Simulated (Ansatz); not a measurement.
C2H3BO, SMILES `C#CBO`, relaxed with RKS PBE0-D4/def2-TZVP in Ansatz from a PBE-D4/def2-SVP geometry. The force threshold is 0.005 eV/Å; the program also tests the step.

Charge 0, multiplicity 1.

Start:

```xyz
7

C    -0.442   -1.637   -0.717
C    -0.331   -0.534   -0.183
B    -0.203    0.843    0.484
O     0.978    1.520    0.514
H    -0.548   -2.608   -1.184
H    -1.151    1.388    1.014
H     1.696    1.028    0.072
```

```csv
step,energy (eV),largest force (eV/Å),largest move (Å)
1,-4841.6904,1.990,0.000
2,-4841.7370,0.260,0.035
3,-4841.7386,0.069,0.006
4,-4841.7387,0.037,0.005
5,-4841.7388,0.005,0.002
6,-4841.7388,0.001,0.001
```

End:

```xyz
7

C    -0.439   -1.616   -0.707
C    -0.330   -0.534   -0.184
B    -0.204    0.837    0.481
O     0.972    1.500    0.506
H    -0.541   -2.572   -1.167
H    -1.141    1.364    1.000
H     1.684    1.022    0.072
```

Hardware: 2 threads of an Arm Neoverse V2 on a shared host. Wall time 14 s, peak host memory 0.22 GiB.
